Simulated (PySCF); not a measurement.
C2H7ClOSi.
Cartesian coordinates in Å at the PBE0-D3(BJ)/def2-SVP level; atoms count from 1:
```
atom  x, y, z in Å
C1     1.9341    0.1892    0.0927
C2     0.5716    0.0030   -0.5303
O3    -0.3933   -0.1168    0.4923
Si4   -2.0267   -0.1779    0.2643
Cl5   -2.8775   -0.1180    2.1330
H6     1.9515    1.0982    0.7116
H7     2.7079    0.2772   -0.6844
H8     2.1791   -0.6675    0.7373
H9     0.5648   -0.9024   -1.1669
H10    0.3309    0.8611   -1.1876
H11   -2.4424   -1.4473   -0.3953
H12   -2.4975    0.9998   -0.5187
```

Method: PySCF, TDDFT wB97X-D/def2-SVPD, vertical, gas phase, core orbitals frozen in the response.

Transition dipole moments from the ground state, in atomic units and in the frame of the coordinates above (overall signs are arbitrary), for the states with f of 0.002 or more among the lowest 8:

| state | E (hartree) | μx | μy | μz |
| --- | --- | --- | --- | --- |
| S1 | 0.2701 | 0.045 | -0.216 | -0.022 |
| S3 | 0.2978 | 0.042 | 0.180 | -0.030 |
| S4 | 0.3089 | -0.097 | 0.175 | 0.482 |
| S5 | 0.3093 | -0.036 | -0.409 | 0.233 |
| S6 | 0.3140 | -0.359 | 0.022 | 0.040 |
| S7 | 0.3145 | -0.038 | -0.336 | -0.025 |
| S8 | 0.3246 | 0.316 | 0.049 | 0.297 |

(1) Work out the oscillator strengths.

(2) Which bond between heavy atoms lies closest to the direction of the S4 transition dipole?

(3) What angle do the transition dipoles of S5 and S6 make?

(4) How is the summed strength of these states shared among x, y and z?

(5) What peak molar absorption coefficient would the strongest computed level give as a lone Gaussian band 0.5 eV wide at half height?

Results:

(1) f = (2/3) ΔE |μ|² with ΔE in hartree (27.2114 eV).

| state | \|μ\|² (au) | \|μ\| (D) | f |
| --- | --- | --- | --- |
| S1 | 0.049 | 0.56 | 0.009 |
| S3 | 0.035 | 0.48 | 0.007 |
| S4 | 0.273 | 1.33 | 0.056 |
| S5 | 0.222 | 1.20 | 0.046 |
| S6 | 0.131 | 0.92 | 0.027 |
| S7 | 0.115 | 0.86 | 0.024 |
| S8 | 0.190 | 1.11 | 0.041 |

(2) Si4–Cl5, at 22° from it; next C2–O3 at 40°.

(3) |cos θ| = |μa·μb| / (|μa| |μb|) = 0.08, so θ ≈ 86° (taken between 0 and 90°, since the signs are arbitrary).

(4) (2/3) Σ ΔE μα² gives 0.052 for x, 0.080 for y and 0.079 for z, 0.211 in all.

(5) ε(max) = 2.175×10⁸ f / FWHM, with the width in cm⁻¹. S4: 2.175×10⁸ × 0.0561 / 4033 ≈ 3000 L mol⁻¹ cm⁻¹.

The vertical ionisation energy (ΔSCF) is 10.57 eV, 1.74 eV above S8.

Time: 1.8 min of wall time. Hardware: an Arm Neoverse V2 with one thread, shared host.

One conformer stands for the species.

Without π bonds the low states may be Rydberg-like; a valence basis with one diffuse set may place them up to an eV too high.
